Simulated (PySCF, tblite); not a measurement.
A set of runs on `C1[Si](NBN1)C` [radical]; the geometry of each is named by its level. Settings lines and outputs come from a driver script.

Species: C2H8BN2Si (doublet state).
Atom-mapped SMILES: `[CH3:1][Si:2]1[CH2:3][NH:4][BH:5][NH:6]1` (hydrogens: H7, H8, H9 on C1; H10, H11 on C3; H12 on N4; H13 on B5; H14 on N6)

Step 1: GFN2-xTB geometry optimisation, gas phase (tblite 0.8.0) (from a force-field or distance-geometry start)
```json
{"job": {"kind": "relax", "xc": "GFN2-xTB", "basis": "xTB"}, "charge": 0, "multiplicity": 2}
```
```
step      E/eV     max force
  0    -465.80398    3.139
  1    -466.17452    2.266
  2    -466.48596    1.151
...
 69    -467.38065    0.022
 70    -467.38069    0.016
 71    -467.38072    0.012
 72    -467.38073    0.010
 73    -467.38075    0.009
```

Energy lowered by 36.4 kcal/mol over 73 steps; largest atomic force 0.009 eV/Å at the end. «max force» is the largest atomic force in eV/Å.

Hardware: Arm Neoverse V1, one thread, shared host with 32 logical CPUs at a one-minute load of 23. Cost: 0.42 s.

Step 2: GFN2-xTB harmonic vibrations, gas phase (tblite 0.8.0) (on the GFN2-xTB geometry)
```json
{"job": {"kind": "ir", "xc": "GFN2-xTB", "basis": "xTB"}, "charge": 0, "multiplicity": 2}
```
```
(table of modes left out)
```

36 modes from 98 to 3506 cm⁻¹ (unscaled, harmonic); zero-point energy 68.5 kcal/mol; all wavenumbers are real at this level.

On one thread of an Arm Neoverse V1, no GPU, shared host, this took 0.37 s wall.

Step 3: UKS B3LYP, pcH-1 on B C H N Si, non-relativistic, mean-field spin-orbit, GIAO (PySCF 2.14.0) (on the GFN2-xTB geometry)
```json
{"job": {"kind": "epr", "basis": "pcH-1"}, "charge": 0, "multiplicity": 2}
```
```
...
E = -504.97869065 Eh   <S^2> = 0.7515 (exact 0.7500)
g shifts (ppm)      1          2          3
  rmc          -158       -158       -158
  gc             22         63         91
  oz_so        -115         59       1647
  total        -251        -36       1580
hyperfine (MHz)  atom isotope    a_iso     a_fc   dipolar eigenvalues
    0   13C      90.66      90.65     -8.51     -8.03     16.54
    1  29Si    -539.12    -539.98   -140.57     68.46     72.11
    2   13C      45.97      45.95     -5.83     -4.47     10.30
    3   14N       3.53       3.53     -1.31     -1.04      2.35
    4   11B       4.05       4.05     -1.45     -0.76      2.21
    5   14N      10.98      10.96     -5.58     -5.21     10.79
    6    1H      43.40      43.40     -5.31     -0.35      5.66
    7    1H      -6.19      -6.19     -5.83     -2.46      8.29
    8    1H      -3.61      -3.61     -5.98     -2.89      8.86
    9    1H      37.69      37.69     -3.59     -0.43      4.02
   10    1H      17.62      17.62     -4.66     -3.24      7.89
   11    1H       4.02       4.01     -2.31     -1.27      3.58
   12    1H       2.33       2.33     -1.53     -1.16      2.69
   13    1H      -6.80      -6.82     -6.98     -3.47     10.45
```

⟨S²⟩ 0.752; g_iso 2.0028. rmc, gc and oz_so are the mass-correction, gauge-correction and orbital-Zeeman/spin–orbit parts of the g shift along its three principal axes; a_iso is the isotropic hyperfine coupling and a_fc its Fermi-contact part. The log counts atoms from 0, this text from 1.

The run took 53 s (grids of density and orbitals included) on one thread of an Arm Neoverse V1, shared host with 32 logical CPUs at a one-minute load of 21, and the process peaked at 0.85 GiB of memory.

Geometry of the electronic-property runs (GFN2-xTB):
```
atom  x, y, z in Å
C1     2.238   -0.556   -0.020
Si2    0.548   -0.277   -0.869
C3    -0.953   -1.063    0.056
N4    -1.801    0.072    0.351
B5    -1.347    1.348    0.025
N6    -0.061    1.328   -0.597
H7     2.208   -0.255    1.026
H8     2.525   -1.601   -0.063
H9     3.018    0.018   -0.510
H10   -0.629   -1.555    0.983
H11   -1.502   -1.810   -0.525
H12   -2.684   -0.142    0.784
H13   -1.953    2.323    0.244
H14    0.393    2.169   -0.908
```

 (This holds for the electronic-property runs.)
